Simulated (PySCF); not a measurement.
Does the answer move with the share of exact exchange?

Compound: Al₂Cl₆.
Atom-mapped SMILES: `[Cl:1][Al-:2]1([Cl:3])[Cl+:4][Al-:5]([Cl:6])([Cl:7])[Cl+:8]1`

PySCF, def2-SVPD basis, density fitting, gas phase, PBE0-D3(BJ)/def2-SVP geometry; singlet excitations by full TDDFT with frozen cores, triplets by Tamm–Dancoff TDDFT and ionisation energies by ΔSCF, from the lowest of the holes tried. One functional is left out:

```tsv
functional	exact exchange (%)	HOMO energy (eV)	LUMO energy (eV)	lowest singlet excitation (eV)	lowest triplet excitation (eV)	mean polarisability (au)	vertical ionisation energy (eV)
LDA	0	-8.29	-2.41	5.94	5.83	129.0	10.52
PBE	0	-8.17	-2.16	6.06	5.94	127.9	10.38
PBE0	25	-9.58	-1.34	7.09	6.84	121.5	11.16
BHandHLYP	50	-10.81	-0.59	7.78	7.45	117.0	11.74
```

Q: Predict the row of B3LYP (20 % exact exchange) by straight lines through the other rows, and check it.

A: 
```tsv
property	line	computed	computed − line	PBE0 (25 %), for comparison
HOMO energy (eV)	-9.28	-9.27	+0.01	-9.58
LUMO energy (eV)	-1.58	-1.56	+0.02	-1.34
lowest singlet excitation (eV)	6.76	6.82	+0.06	7.09
lowest triplet excitation (eV)	6.55	6.61	+0.06	6.84
mean polarisability (au)	123.6	123.0	-0.6	121.5
vertical ionisation energy (eV)	10.98	10.98	0.00	11.16
```
